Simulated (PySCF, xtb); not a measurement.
Mg(H)(SeH) (H2MgSe), SMILES [MgH][SeH].

GFN2-xTB (xtb) at its own geometry gives an orbital gap of 3.35 eV and a dipole moment of 3.17 D.

Geometry: PBE-D3(BJ)/def2-TZVP.

Q: What does M06-2X/def2-TZVPD (PySCF) give? (Estimate from the structure and the level; the computed values follow.)

A: gap 7.20 eV (levels -7.88 and -0.68 eV), dipole 1.16 D.
